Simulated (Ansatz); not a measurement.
Ansatz (an electronic-structure program) input (B3LYP-D3(BJ)/def2-TZVP):

Ansatz 0.2 input:
```yaml
crystal:
  periodic: [false, false, false]
  atoms:
    - {symbol: B, position_ang: [-0.00000000, -0.00000000, -0.78400376]}
    - {symbol: B, position_ang: [0.00000000, 0.00000000, 0.78400376]}
basis:
  gaussian:
    orbitals: def2-TZVP
hamiltonian:
  xc: b3lyp
  dispersion: d3bj
magnetization: {spin_polarized: true, initial_magnetization: 2}
phonons: {temperatures: {t_min: 298.15, t_max: 298.15, t_step: 100}}
```

Output:

```
Functional definition: B3LYP
integrals: 0.01 GiB planned
338 factors; their error is unknown
mean field: 0.12 GiB planned
mean field evaluation 1: about -1344.2622 eV, gradient 8.9e0 eV
mean field evaluation 2: about -1344.5872 eV, gradient 5.8e0 eV
mean field evaluation 4: about -1344.8611 eV, gradient 4.5e-2 eV
mean field evaluation 8: about -1344.8638 eV, gradient 2.3e-3 eV
mean field evaluation 16: about -1345.0266 eV, gradient 1.4e0 eV
mean field evaluation 32: about -1344.8638 eV, gradient 3.6e-3 eV
mean field evaluation 64: about -1344.6318 eV, gradient 2.6e0 eV
mean field -1345.09757940 eV, -49.4314243029 hartree, gradient 1.9e-5 eV, S^2 2.609226; 6 other end points of the search recorded, 0 dependent functions left out
the calculation of the forces begins
reference -1345.09775160 eV, -49.4314306314 hartree; 6, 4 occupied and 56, 58 virtual orbitals, 338 factors
these checks for a lower state are left out or cut short: stability, starts, cluster_reference, orbital_swaps, neighbouring_geometries, increment
integrals: 0.01 GiB planned
338 factors; their error is unknown
mean field: 0.12 GiB planned
mean field -1345.09757939 eV, -49.4314243029 hartree, gradient 5.4e-7 eV, S^2 2.609224; 0 other end points of the search recorded, 0 dependent functions left out
the calculation of the forces begins
reference -1345.09775160 eV, -49.4314306314 hartree; 6, 4 occupied and 56, 58 virtual orbitals, 338 factors
these checks for a lower state are left out or cut short: stability, starts, cluster_reference, orbital_swaps, neighbouring_geometries, increment
integrals: 0.01 GiB planned
338 factors; their error is unknown
mean field: 0.12 GiB planned
mean field -1345.09757939 eV, -49.4314243029 hartree, gradient 5.4e-7 eV, S^2 2.609224; 0 other end points of the search recorded, 0 dependent functions left out
the calculation of the forces begins
reference -1345.09775160 eV, -49.4314306314 hartree; 6, 4 occupied and 56, 58 virtual orbitals, 338 factors
these checks for a lower state are left out or cut short: stability, starts, cluster_reference, orbital_swaps, neighbouring_geometries, increment
integrals: 0.01 GiB planned
338 factors; their error is unknown
mean field: 0.12 GiB planned
mean field -1345.09757939 eV, -49.4314243029 hartree, gradient 5.4e-7 eV, S^2 2.609224; 0 other end points of the search recorded, 0 dependent functions left out
the calculation of the forces begins
reference -1345.09775160 eV, -49.4314306314 hartree; 6, 4 occupied and 56, 58 virtual orbitals, 338 factors
these checks for a lower state are left out or cut short: stability, starts, cluster_reference, orbital_swaps, neighbouring_geometries, increment
integrals: 0.01 GiB planned
338 factors; their error is unknown
mean field: 0.12 GiB planned
mean field evaluation 96: about -1345.0976 eV, gradient 8.1e-2 eV
mean field -1345.09757939 eV, -49.4314243029 hartree, gradient 5.4e-7 eV, S^2 2.609224; 0 other end points of the search recorded, 0 dependent functions left out
the calculation of the forces begins
reference -1345.09775160 eV, -49.4314306314 hartree; 6, 4 occupied and 56, 58 virtual orbitals, 338 factors
these checks for a lower state are left out or cut short: stability, starts, cluster_reference, orbital_swaps, neighbouring_geometries, increment
integrals: 0.01 GiB planned
338 factors; their error is unknown
mean field: 0.12 GiB planned
mean field -1345.09750426 eV, -49.4314215417 hartree, gradient 6.0e-7 eV, S^2 2.611747; 0 other end points of the search recorded, 0 dependent functions left out
the calculation of the forces begins
reference -1345.09767641 eV, -49.4314278681 hartree; 6, 4 occupied and 56, 58 virtual orbitals, 338 factors
these checks for a lower state are left out or cut short: stability, starts, cluster_reference, orbital_swaps, neighbouring_geometries, increment
integrals: 0.01 GiB planned
338 factors; their error is unknown
mean field: 0.12 GiB planned
mean field -1345.09750494 eV, -49.4314215669 hartree, gradient 1.1e-6 eV, S^2 2.606693; 0 other end points of the search recorded, 0 dependent functions left out
the calculation of the forces begins
reference -1345.09767721 eV, -49.4314278974 hartree; 6, 4 occupied and 56, 58 virtual orbitals, 338 factors
these checks for a lower state are left out or cut short: stability, starts, cluster_reference, orbital_swaps, neighbouring_geometries, increment
integrals: 0.01 GiB planned
338 factors; their error is unknown
mean field: 0.12 GiB planned
mean field -1345.09757939 eV, -49.4314243029 hartree, gradient 5.4e-7 eV, S^2 2.609224; 0 other end points of the search recorded, 0 dependent functions left out
the calculation of the forces begins
reference -1345.09775160 eV, -49.4314306314 hartree; 6, 4 occupied and 56, 58 virtual orbitals, 338 factors
these checks for a lower state are left out or cut short: stability, starts, cluster_reference, orbital_swaps, neighbouring_geometries, increment
integrals: 0.01 GiB planned
338 factors; their error is unknown
mean field: 0.12 GiB planned
mean field evaluation 128: about -1345.0976 eV, gradient 2.9e-6 eV
mean field -1345.09757939 eV, -49.4314243029 hartree, gradient 5.4e-7 eV, S^2 2.609224; 0 other end points of the search recorded, 0 dependent functions left out
the calculation of the forces begins
reference -1345.09775160 eV, -49.4314306314 hartree; 6, 4 occupied and 56, 58 virtual orbitals, 338 factors
these checks for a lower state are left out or cut short: stability, starts, cluster_reference, orbital_swaps, neighbouring_geometries, increment
integrals: 0.01 GiB planned
338 factors; their error is unknown
mean field: 0.12 GiB planned
mean field -1345.09757939 eV, -49.4314243029 hartree, gradient 5.4e-7 eV, S^2 2.609224; 0 other end points of the search recorded, 0 dependent functions left out
the calculation of the forces begins
reference -1345.09775160 eV, -49.4314306314 hartree; 6, 4 occupied and 56, 58 virtual orbitals, 338 factors
these checks for a lower state are left out or cut short: stability, starts, cluster_reference, orbital_swaps, neighbouring_geometries, increment
integrals: 0.01 GiB planned
338 factors; their error is unknown
mean field: 0.12 GiB planned
mean field -1345.09757939 eV, -49.4314243029 hartree, gradient 5.4e-7 eV, S^2 2.609224; 0 other end points of the search recorded, 0 dependent functions left out
the calculation of the forces begins
reference -1345.09775160 eV, -49.4314306314 hartree; 6, 4 occupied and 56, 58 virtual orbitals, 338 factors
these checks for a lower state are left out or cut short: stability, starts, cluster_reference, orbital_swaps, neighbouring_geometries, increment
integrals: 0.01 GiB planned
338 factors; their error is unknown
mean field: 0.12 GiB planned
mean field -1345.09750494 eV, -49.4314215669 hartree, gradient 1.1e-6 eV, S^2 2.606693; 0 other end points of the search recorded, 0 dependent functions left out
the calculation of the forces begins
reference -1345.09767721 eV, -49.4314278974 hartree; 6, 4 occupied and 56, 58 virtual orbitals, 338 factors
these checks for a lower state are left out or cut short: stability, starts, cluster_reference, orbital_swaps, neighbouring_geometries, increment
integrals: 0.01 GiB planned
338 factors; their error is unknown
mean field: 0.12 GiB planned
mean field -1345.09750426 eV, -49.4314215417 hartree, gradient 6.0e-7 eV, S^2 2.611747; 0 other end points of the search recorded, 0 dependent functions left out
the calculation of the forces begins
reference -1345.09767641 eV, -49.4314278681 hartree; 6, 4 occupied and 56, 58 virtual orbitals, 338 factors
Total energy: -1345.14640802 eV, -49.4332187217 hartree
Atom 0 at    -0.000000    -0.000000    -0.784004 Å, force    -0.000000    -0.000000     0.000053 eV/Å
Atom 1 at     0.000000     0.000000     0.784004 Å, force    -0.000000     0.000000    -0.000053 eV/Å
Dipole moment:     0.000000     0.000000    -0.032842 e Å
Vibrations: 1097.39 cm⁻¹, zero-point energy 0.068030 eV
```

The determinant is spin-contaminated: <S^2> is 2.61 against 2.00 for a pure state.
